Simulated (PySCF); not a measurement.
H₄S₄Sn, SMILES [SH][Sn]([SH])([SH])[SH].

Coordinates come from a PBE-D3(BJ)/def2-SVP optimisation. The structure was generated by enumeration; whether it is a known compound was not checked. The def2 effective core potentials stand for the cores of Sn; spin–orbit coupling is left out. The values are those of a single conformer.

Computed with PBE-D3(BJ)/def2-SVP (PySCF).

Frequencies are harmonic and unscaled.

| mode | ν (cm⁻¹) | IR (km/mol) | moving atoms (share of kinetic energy) |
|---|---|---|---|
| 1 | 63 | 2.9 | S 83 %, H 15 % |
| 2 | 68 | 1.3 | S 84 %, H 15 % |
| 3 | 88 | 3.2 | S 51 %, H 30 %, Sn 19 % |
| 4 | 90 | 8.0 | S 62 %, H 21 %, Sn 17 % |
| 5 | 100 | 4.6 | S 74 %, Sn 22 % |
| 6 | 138 | 11.1 | H 72 %, S 21 % |
| 7 | 141 | 28.1 | H 69 %, S 25 % |
| 8 | 162 | 9.3 | H 88 %, S 12 % |
| 9 | 221 | 13.3 | H 92 %, S 8 % |
| 10 | 304 | 0.1 | S 97 % |
| 11 | 342 | 35.0 | S 71 %, Sn 26 % |
| 12 | 348 | 37.5 | S 70 %, Sn 27 % |
| 13 | 351 | 41.6 | S 70 %, Sn 28 % |
| 14 | 650 | 5.5 | H 95 % |
| 15 | 654 | 4.9 | H 94 % |
| 16 | 668 | 6.6 | H 94 % |
| 17 | 690 | 8.0 | H 94 % |
| 18 | 2607 | 1.6 | H 97 % |
| 19 | 2611 | 2.5 | H 97 % |
| 20 | 2613 | 2.5 | H 97 % |
| 21 | 2613 | 1.6 | H 97 % |
